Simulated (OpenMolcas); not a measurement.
Ni2+ in a ligand field

Ni2+ with 6 ligands (fluoride) in trigonal prismatic coordination (D3h) at 2 Å, a polar angle of 51.1° against the regular 49.1°. A charge of +0.667 e stands 3.2 Å behind each ligand. Ligand basis ANO-RCC-VDZP.
```
Ni    0.0000    0.0000    0.0000
F     1.5557    0.0000    1.2569
F    -0.7778    1.3473    1.2569
F    -0.7778   -1.3473    1.2569
F     1.5557    0.0000   -1.2569
F    -0.7778    1.3473   -1.2569
F    -0.7778   -1.3473   -1.2569
```

- Program: OpenMolcas 26.06
- Method: CASSCF
- Basis: ANO-RCC-VTZP [6s5p3d2f1g]
- Scalar Hamiltonian: DKH2, point nucleus
- Active space: 8 electrons in 5 orbitals (3d)
- State averaging: 2S+1 = 3 even, 10 roots; 2S+1 = 1 even, 15 roots
- Spin-orbit coupling: RASSI with atomic mean-field integrals over the reference wave functions

The lowest spin-free states (labels of D3, the rotations of D3h), above the lowest:

```json
{"State": "3A2", "Degeneracy": "1", "E (cm-1)": "0.0", "Free-ion L (%)": "F (98)"}
{"State": "3A1", "Degeneracy": "1", "E (cm-1)": "2984", "Free-ion L (%)": "F (100)"}
{"State": "3A2", "Degeneracy": "1", "E (cm-1)": "2993", "Free-ion L (%)": "F (100)"}
{"State": "3E", "Degeneracy": "2", "E (cm-1)": "3052", "Free-ion L (%)": "F (100)"}
{"State": "3E", "Degeneracy": "2", "E (cm-1)": "7413", "Free-ion L (%)": "F (100)"}
{"State": "1E", "Degeneracy": "2", "E (cm-1)": "17926", "Free-ion L (%)": "D (85)"}
{"State": "1E", "Degeneracy": "2", "E (cm-1)": "19018", "Free-ion L (%)": "D (100)"}
{"State": "1A1", "Degeneracy": "1", "E (cm-1)": "21215", "Free-ion L (%)": "D (90)"}
{"State": "3E", "Degeneracy": "2", "E (cm-1)": "22480", "Free-ion L (%)": "P (100)"}
{"State": "3A2", "Degeneracy": "1", "E (cm-1)": "25243", "Free-ion L (%)": "P (98)"}
{"State": "1A1", "Degeneracy": "1", "E (cm-1)": "27894", "Free-ion L (%)": "G (100)"}
{"State": "1A2", "Degeneracy": "1", "E (cm-1)": "27968", "Free-ion L (%)": "G (100)"}
{"State": "1E", "Degeneracy": "2", "E (cm-1)": "28113", "Free-ion L (%)": "G (100)"}
{"State": "1A1", "Degeneracy": "1", "E (cm-1)": "29009", "Free-ion L (%)": "G (89)"}
{"State": "1E", "Degeneracy": "2", "E (cm-1)": "29254", "Free-ion L (%)": "G (85)"}
{"State": "1E", "Degeneracy": "2", "E (cm-1)": "32014", "Free-ion L (%)": "G (100)"}
{"State": "1A1", "Degeneracy": "1", "E (cm-1)": "65655", "Free-ion L (%)": "S (99)"}
```

The lowest levels with spin-orbit coupling:

```tsv
E (cm-1)	Degeneracy	Label	2S+1	g
0.0	1	A1	3	
148.8	2	E	3	0.00 0.00 3.88
2352	2	E	3	0.00 0.00 9.75
2955	2	E	3	0.00 0.00 5.87
3258	1	A2	3	
3267	1	A1	3	
3480	2	E	3	0.00 0.00 2.03
3742	1	A2	3	
4043	1	A1	3	
4217	2	E	3	0.00 0.00 1.83
7198	1	A2	3	
7198	1	A1	3	
7945	2	E	3	0.00 0.00 3.87
8481	2	E	3	0.00 0.00 0.08
18185	2	E	1	0.00 0.00 3.82
19274	2	E	1	0.00 0.00 1.99
21234	1	A1	1 (84 %)	
22675	2	E	3	0.00 0.00 5.83
22957	2	E	3	0.00 0.00 1.94
23174	1	A2	3
```

Electric-dipole absorption from the lowest level at this geometry, strongest bands:

```tsv
E (cm-1)	λ (nm)	Label	f
4217	2370	E	1.69e-06
22675	441	E	3.38e-06
```

Powder χT (cm3 K/mol): 0.042 at 2 K, 0.21 at 10 K, 1.02 at 50 K, 1.61 at 100 K, 1.9 at 200 K, 1.98 at 300 K. The effective moment at 300 K is 2.828 √(χT) = 3.98 μB.

The lowest level has 2S+1 = 3, for which the spin-only value is χT = S(S+1) / 2 = 1.000 cm3 K/mol (g = 2). The computed 1.979 at 300 K differs by +0.979, through orbital momentum, spin-orbit coupling and any other state in reach.

Metal share of the active 3d orbitals (Löwdin): 96, 96, 98, 98, 99 %; Mulliken charge of the metal 1.60.

Without dynamic correlation the repulsion within the d shell is too large (B by tens of per cent), so at a given field states of lower spin stand too high. Ligand-to-metal charge-transfer states are missing. With no ligand orbital active B as a rule stays too high, so bands that hang on it stand too high and its fall with covalency is understated. With metal d orbitals alone and no dynamic correlation the field as a rule comes out too small, by tens of per cent, by up to half for chloride and softer ligands, and the orbital part of g and χT, which goes as 1/10Dq, too large. No measured value stands beside these numbers; the geometry was imposed, not optimised, and the real ion may take another.

With an even number of electrons the g values are those of a degenerate or nearly degenerate non-Kramers pair.
